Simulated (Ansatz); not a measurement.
`O=CC#CF` + H₂Se → `O=C[SeH]` + `C#CF` at 298.15 K and 1 bar (substitution at a C–C bond).

Gas-phase electronic energies from Ansatz, PBE0-D4/def2-TZVP geometries. CCSD(T)/CBS is the MP2 limit (def2-TZVPP, def2-QZVPP) plus CCSD(T) − MP2 in def2-TZVPP, frozen cores. This one scheme is used for every species. For Se outer-core shells are correlated without core-valence functions, which leaves a few kJ/mol of doubt a bond. Scalar relativity is left out up to krypton. One conformer a species, not always the lowest.

```
   species  CCSD(T)/CBS energy (Eh)  H − E (kJ/mol)  S (J/(mol·K))
 `O=CC#CF`               -289.59131            96.3          297.7
      H₂Se              -2401.89790            45.8          219.1
`O=C[SeH]`              -2515.10866            82.0          278.8
    `C#CF`               -176.38388            65.1          229.0
```

H − E and S are ideal-gas, rigid-rotor, harmonic terms from PBE0-D4/def2-TZVP, for one conformer and one mirror image of each species. 1 Eh = 2625.50 kJ/mol, R = 8.31446 J/(mol·K).

Question: By hand: ΔE, ΔH, ΔS and ΔG.

Answer: ΔE = (-2515.10866) + (-176.38388) − (-289.59131) − (-2401.89790) = -0.00333 Eh = -8.7 kJ/mol. Δ(H − E) = 82.0 + 65.1 − 96.3 − 45.8 = 5.0, so ΔH = -3.7 kJ/mol. ΔS = 278.8 + 229.0 − 297.7 − 219.1 = -9.0 J/(mol·K). ΔG = -3.7 − 298.15 × (-9.0)/1000 = -1.0 kJ/mol.

Question: By hand: the equilibrium constant, and the temperature at which ΔG would vanish if ΔH and ΔS stayed fixed.

Answer: log₁₀ K = −ΔG/(RT ln 10) = 0.2. ΔG = 0 at ΔH/ΔS = 411 K, though so small a ΔH makes that figure unsure.

TΔS isn't small against ΔH here. The sign of ΔG lies within the doubt. A doubt of 5 kJ/mol in ΔE shifts log₁₀ K by 0.9 here. Other conformers and mirror images would add mixing entropy, several J/(mol·K) or more a flexible species. These are equilibria of isolated gas molecules and say nothing of rates. Largest T1 diagnostic: 0.015 (customary marks: 0.02 for closed shells, 0.045 for open ones).
